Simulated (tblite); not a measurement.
Compound: C₃H₁₁BN₂O.
SMILES with atom numbers: `[CH3:1][CH2:2][O:3][CH2:4][B:5]([NH2:6])[NH2:7]` (hydrogens: H8, H9, H10 on C1; H11, H12 on C2; H13, H14 on C4; H15, H16 on N6; H17, H18 on N7)

Computed with GFN2-xTB (tblite), gas phase: L-BFGS steps from a force-field or distance-geometry start until the largest atomic force falls under 0.01 eV/Å.

The end geometry, which sets the zero of energy:
```
atom  x, y, z in Å
C1      2.8625    0.4364    0.8228
C2      1.7709   -0.5603    0.4639
O3      0.5920    0.1426    0.1614
C4     -0.4945   -0.7046   -0.1791
B5     -1.8164    0.1524   -0.5015
N6     -2.9951   -0.5125   -0.8763
N7     -1.7561    1.5419   -0.3959
H8      2.5480    1.0361    1.6729
H9      3.0468    1.0999   -0.0178
H10     3.7803   -0.0885    1.0742
H11     2.0816   -1.1694   -0.4029
H12     1.5928   -1.2496    1.3077
H13    -0.6774   -1.4078    0.6514
H14    -0.2089   -1.3277   -1.0436
H15    -3.0653   -1.5096   -0.9571
H16    -3.8534   -0.0352   -1.0854
H17    -0.8990    1.9910   -0.1301
H18    -2.5175    2.1710   -0.5763
```

Question: These geometries come from the run, each turned onto the end geometry. Order them by energy, lowest first.
A.
```
atom  x, y, z in Å
C1      2.8978    0.4367    0.6613
C2      1.7401   -0.5465    0.5678
O3      0.5991    0.1338    0.1076
C4     -0.5038   -0.7202   -0.1583
B5     -1.8122    0.1484   -0.4985
N6     -2.9097   -0.4685   -1.1165
N7     -1.8370    1.4932   -0.1243
H8      2.6296    1.2584    1.3197
H9      3.1244    0.8419   -0.3217
H10     3.7808   -0.0601    1.0550
H11     2.0012   -1.3698   -0.1196
H12     1.5366   -0.9892    1.5595
H13    -0.6888   -1.3597    0.7228
H14    -0.2469   -1.4086   -0.9814
H15    -2.9296   -1.4413   -1.3565
H16    -3.7774    0.0032   -1.2941
H17    -1.0246    1.9225    0.2778
H18    -2.5883    2.1317   -0.3123
```
B.
```
atom  x, y, z in Å
C1      2.9201    0.3903    0.4298
C2      1.7041   -0.5245    0.5303
O3      0.5151    0.1463    0.2058
C4     -0.6318   -0.6943    0.2118
B5     -1.8401    0.1700   -0.3897
N6     -2.6504   -0.4004   -1.4060
N7     -2.0439    1.4526    0.1242
H8      2.8173    1.2390    1.1084
H9      3.0359    0.7382   -0.5976
H10     3.7886   -0.2005    0.7218
H11     1.8340   -1.3808   -0.1516
H12     1.6285   -0.9189    1.5548
H13    -0.8045   -1.1088    1.2115
H14    -0.4440   -1.5736   -0.4090
H15    -2.5710   -1.3867   -1.5963
H16    -3.0372    0.1122   -2.1792
H17    -1.4322    1.8920    0.7916
H18    -2.7971    2.0542   -0.1724
```
C.
```
atom  x, y, z in Å
C1      2.9470    0.3927    0.5808
C2      1.7403   -0.5356    0.5953
O3      0.6056    0.1603    0.1370
C4     -0.5213   -0.6771   -0.0758
B5     -1.8271    0.1672   -0.4895
N6     -2.8433   -0.4617   -1.2256
N7     -1.9484    1.4808   -0.0323
H8      2.7445    1.2776    1.1772
H9      3.1604    0.7061   -0.4374
H10     3.8169   -0.1186    0.9865
H11     1.9375   -1.4099   -0.0478
H12     1.5626   -0.9134    1.6169
H13    -0.7478   -1.2207    0.8576
H14    -0.2626   -1.4491   -0.8197
H15    -2.7583   -1.3964   -1.5792
H16    -3.6955   -0.0076   -1.4944
H17    -1.1961    1.9225    0.4634
H18    -2.7231    2.0890   -0.2249
```
D.
```
atom  x, y, z in Å
C1      2.9375    0.3593    0.4385
C2      1.7056   -0.5443    0.5267
O3      0.5394    0.1620    0.1682
C4     -0.6158   -0.6703    0.1680
B5     -1.8649    0.2061   -0.3925
N6     -2.7433   -0.3116   -1.4180
N7     -2.1177    1.4634    0.1126
H8      2.8368    1.2268    1.0860
H9      3.0902    0.7287   -0.5737
H10     3.8302   -0.1940    0.7328
H11     1.8506   -1.4094   -0.1543
H12     1.6150   -0.9422    1.5598
H13    -0.7719   -1.0353    1.1964
H14    -0.4014   -1.5481   -0.4739
H15    -2.8242   -1.3142   -1.3323
H16    -2.5997   -0.0329   -2.3840
H17    -1.5805    1.8145    0.8798
H18    -2.8948    2.0475   -0.1517
```
E.
```
atom  x, y, z in Å
C1      2.9056    0.3846    0.4399
C2      1.7194   -0.5604    0.5571
O3      0.5442    0.1366    0.2327
C4     -0.6096   -0.6938    0.2025
B5     -1.8297    0.1572   -0.4121
N6     -2.6216   -0.3961   -1.4270
N7     -2.0493    1.4406    0.0953
H8      2.7786    1.2298    1.1120
H9      2.9792    0.7489   -0.5812
H10     3.8252   -0.1334    0.6968
H11     1.8438   -1.4157   -0.1305
H12     1.6552   -0.9688    1.5804
H13    -0.8203   -1.0538    1.2255
H14    -0.3854   -1.5894   -0.3994
H15    -2.4432   -1.3024   -1.8204
H16    -3.3762    0.0877   -1.8818
H17    -1.4156    1.8309    0.7682
H18    -2.7091    2.1036   -0.2697
```

Answer: A (0.014 eV), C (0.027 eV), E (0.058 eV), B (0.218 eV), D (0.537 eV).

In the order of the answer:

```tsv
step	E above end (eV)	largest force (eV/Å)	rms force component (eV/Å)	rms distance from end (Å)	rms bond change (Å)	bond most changed (Å)
123	0.014	0.07	0.021	0.270	0.001	B5–N6 -0.002
99	0.027	0.10	0.026	0.407	0.001	C2–O3 +0.002
44	0.058	0.08	0.027	0.613	0.001	B5–N6 -0.003
31	0.218	0.40	0.139	0.641	0.006	B5–N6 +0.015
24	0.537	0.55	0.160	0.695	0.013	B5–N6 +0.042
```

The cost below is that of the whole relaxation. Time: 2.7 s of wall time. Hardware: an Intel Xeon at 2.50 GHz with one thread, no GPU, shared host.
